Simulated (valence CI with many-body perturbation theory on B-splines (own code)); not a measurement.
# Rh XXIII: M1 decay

Computed by valence CI with perturbative core correlation (CI+MBPT): five valence electrons over a frozen Dirac-Fock core [Ar], a basis of 7 s, 7 p, 8 d, 6 f, 4 g, 1 h functions for each j, with the one-electron correlation potential Σ1 (screened to all orders), the two-electron term Σ2, the three-electron term Σ3, Breit, model QED; selected single and double excitations, second order for the rest, scaled by the run's own slope (own B-spline code, finite nucleus).

No measured levels were compared; by estimate terms of the open shell hold to 2 to 4 % of their energy, and close levels can change places. Only levels of the ground parity were solved; by the run's estimate the other parity begins above the list, which can be wrong where configurations are misplaced.

Lines 51 to 100 of 120 in falling wavelength, among levels below 423580 cm⁻¹, chosen from the decays that carry over 1 % of a level's rate. Wavelengths and rates use the calculated energies, so an error of 3000 cm⁻¹ moves a line at 181.7 nm by 5.5 % and its rate by three times that or more. Weak lines are less certain than strong ones. Lines between different terms over intervals too small for the method are left out, as are lines whose strength nearly cancels. Branching is blank where the lifetime is uncertain.

Names give the largest LS component (configuration and term), which can be under half, so a name can repeat, a term be missing and a line seem to break the LS rules; names also repeat where a configuration has a term twice. Letters in brackets count levels of one name in rising energy.

```
λ vac (nm)           Upper           Lower  Type   A (s⁻¹)  Branch %
     181.7  3d⁵ ²F_7/2 [a]      3d⁵ ⁴G_9/2    M1  5.60e+02      80.8
     176.2  3d⁵ ²F_7/2 [c]  3d⁵ ²F_5/2 [a]    M1  1.58e+02       5.5
     176.1  3d⁵ ²F_7/2 [a]  3d⁵ ⁴G_5/2 [b]    M1  1.38e+01       2.0
     174.6      3d⁵ ⁴F_3/2      3d⁵ ⁴D_3/2    M1  7.19e+02      25.9
     170.3     3d⁵ ²H_11/2  3d⁵ ²G_9/2 [a]    M1  3.99e+02          
     166.6      3d⁵ ⁴F_5/2      3d⁵ ⁴D_7/2    M1  1.79e+02       4.9
     163.0      3d⁵ ⁴D_5/2  3d⁵ ⁴G_5/2 [a]    M1  3.51e+02      13.2
     162.7  3d⁵ ²F_7/2 [c]  3d⁵ ²G_9/2 [a]    M1  8.79e+02      30.6
     162.7      3d⁵ ⁴F_3/2      3d⁵ ⁴D_1/2    M1  4.35e+02      15.7
     161.8  3d⁵ ²F_5/2 [b]      3d⁵ ⁴D_3/2    M1  1.85e+02       4.5
     160.9     3d⁵ ²I_13/2     3d⁵ ⁴G_11/2    M1  1.13e+02      85.0
     159.2     3d⁵ ²H_11/2     3d⁵ ²I_13/2    M1  7.82e+02          
     159.0  3d⁵ ²F_7/2 [a]      3d⁵ ⁴G_7/2    M1  1.47e+01       2.1
     156.9  3d⁵ ²D_3/2 [a]      3d⁵ ⁴P_3/2    M1  1.77e+03      48.0
     156.1      3d⁵ ²H_9/2      3d⁵ ⁴D_7/2    M1  1.86e+02       4.5
     150.9  3d⁵ ²G_9/2 [a]     3d⁵ ⁴G_11/2    M1  4.37e+02      43.2
     148.0  3d⁵ ²F_7/2 [c]  3d⁵ ²F_7/2 [a]    M1  5.60e+02      19.5
     147.9  3d⁵ ²F_5/2 [a]  3d⁵ ⁴G_5/2 [b]    M1  4.73e+03      66.4
     144.9  3d⁵ ²G_9/2 [a]      3d⁵ ⁴G_7/2    M1  3.92e+02      38.7
     143.7  3d⁵ ²F_5/2 [a]      3d⁵ ⁴P_3/2    M1  2.58e+02       3.6
     142.9      3d⁵ ⁴F_3/2      3d⁵ ⁴D_5/2    M1  6.77e+02      24.4
     139.2  3d⁵ ²G_7/2 [a]      3d⁵ ⁴D_7/2    M1  3.90e+02      20.7
     137.2  3d⁵ ²F_7/2 [b]      3d⁵ ⁴D_5/2    M1  5.08e+02      10.5
     135.7  3d⁵ ²F_5/2 [a]      3d⁵ ⁴G_7/2    M1  6.82e+02       9.6
     135.0      3d⁵ ⁴D_3/2  3d⁵ ⁴G_5/2 [a]    M1  2.10e+02       7.1
     134.2  3d⁵ ²F_5/2 [b]      3d⁵ ⁴D_5/2    M1  2.31e+02       5.6
     132.1     3d⁵ ²H_11/2     3d⁵ ²I_11/2    M1  2.85e+03          
     122.3  3d⁵ ²G_9/2 [b]     3d⁵ ²I_11/2    M1  5.90e+02      23.0
     122.1  3d⁵ ²F_7/2 [b]      3d⁵ ⁴D_7/2    M1  1.64e+03      33.9
     119.7  3d⁵ ²F_5/2 [b]      3d⁵ ⁴D_7/2    M1  7.64e+02      18.6
     119.7  3d⁵ ²F_7/2 [a]  3d⁵ ⁴G_5/2 [a]    M1  8.30e+01      12.0
     116.8      3d⁵ ⁴F_5/2  3d⁵ ⁴G_5/2 [b]    M1  5.03e+02      13.8
     115.7  3d⁵ ⁴G_5/2 [a]      3d⁵ ⁶S_5/2    M1  2.01e+03     100.0
     113.8      3d⁵ ²H_9/2      3d⁵ ⁴G_9/2    M1  1.95e+03      47.5
     113.0  3d⁵ ²D_3/2 [a]  3d⁵ ⁴G_5/2 [a]    M1  1.45e+03      39.2
     111.4  3d⁵ ²F_7/2 [c]      3d⁵ ⁴D_5/2    M1  6.92e+01       2.4
     109.1      3d⁵ ⁴F_5/2      3d⁵ ⁴G_7/2    M1  7.02e+02      19.2
     107.5      3d⁵ ²H_9/2     3d⁵ ⁴G_11/2    M1  7.67e+02      18.7
     106.4      3d⁵ ⁴F_3/2      3d⁵ ⁴P_1/2    M1  3.23e+01       1.2
     105.9  3d⁵ ²F_5/2 [a]  3d⁵ ⁴G_5/2 [a]    M1  3.09e+02       4.3
     104.5  3d⁵ ²G_7/2 [a]      3d⁵ ⁴G_9/2    M1  9.03e+02      48.0
     104.5      3d⁵ ²H_9/2      3d⁵ ⁴G_7/2    M1  7.81e+02      19.1
     102.6  3d⁵ ²G_7/2 [a]  3d⁵ ⁴G_5/2 [b]    M1  4.17e+01       2.2
     101.2  3d⁵ ²F_7/2 [c]      3d⁵ ⁴D_7/2    M1  1.62e+02       5.7
     97.94  3d⁵ ²G_9/2 [b]      3d⁵ ⁴D_7/2    M1  8.29e+02      32.3
     95.65      3d⁵ ⁴F_3/2  3d⁵ ⁴G_5/2 [b]    M1  8.45e+01       3.0
     94.61  3d⁵ ²F_7/2 [b]      3d⁵ ⁴G_9/2    M1  1.52e+03      31.5
     93.88      3d⁵ ⁴F_3/2      3d⁵ ⁴P_3/2    M1  1.18e+02       4.2
     93.34      3d⁵ ⁴G_7/2      3d⁵ ⁶S_5/2    M1  6.53e+01      26.8
     91.66  3d⁵ ²F_5/2 [b]  3d⁵ ⁴G_5/2 [b]    M1  5.79e+02      14.1
```
